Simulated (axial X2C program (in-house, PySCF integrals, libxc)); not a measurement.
# CoO⁺: nuclear properties from DFT to coupled cluster

Computed with an axial X2C code built on PySCF integrals: two-component X2C with atomic mean-field Coulomb and Gaunt terms, Gaussian nuclei, basis Co dyall-acv3z, O dyall-av3z with contracted cores.

R = 1.617 Å (near the PBE0 minimum at charge 1 of the determinant lowest at the starting distance; the state shown can have its own minimum elsewhere); state Ω = 4 (⟨Sz⟩ = 2.00, ⟨Lz⟩ = 2.00 at PBE0).

```tsv
level	Eeff magnitude (GV/cm)	Ws magnitude Co (kHz)	A∥/gI Co (MHz)	qzz Co (a.u.)	A∥/gI O (MHz)
PBE0	1.09	0.0821	480	-0.16	-25.3
HF	0.863	0.0642	463	-0.50	-86.9
B3LYP	1.08	0.0816	497	-0.13	-19.3
```

Eeff is the effective electric field on the electron electric dipole moment in this Ω state and Ws the scalar–pseudoscalar constant of the nucleus named (defined with the proton number Z and per Ω); A∥ (defined per Ω) follows by multiplying with gI = μI/(I μN); qzz is the electric field gradient, eQq0 = 234.96 MHz × Q/barn × qzz. The operators were transformed with the bare-nucleus X2C matrices; with these basis sets, hyperfine constants and field gradients can be off by tens of per cent, and where levels differ in sign neither size nor sign is settled.

Finite-field MP2, CCSD and CCSD(T), with 22 electrons correlated in 130 natural virtual spinors (MP2 remainder added):

```
  level  Eeff magnitude (GV/cm)  Ws magnitude Co (kHz)  A∥/gI Co (MHz)  qzz Co (a.u.)  A∥/gI O (MHz)
    MP2                     1.1                 0.0852             514          -0.05          -79.4
   CCSD                    1.16                 0.0901             502          -0.23          -63.7
CCSD(T)                    1.24                 0.0974             515          -0.15          -56.1
```

T1 = 0.044 (Lee–Taylor), a sign of multireference character. One unrestricted determinant, the lowest of a limited PBE0 search, is the reference; the functionals treat spin collinearly. With several open shells it need not be a pure state. Correlation of the inner shells is missing, which matters for properties at the nucleus. Number of frozen shells: Co 2 s, 1 p; O 1 s.

(1) By how much does correlation change each value, CCSD(T) against HF?

## Answers

(1) Eeff magnitude 44 %; Ws magnitude Co 52 %; A∥/gI Co 11 %; qzz Co -70 %; A∥/gI O -35 %.
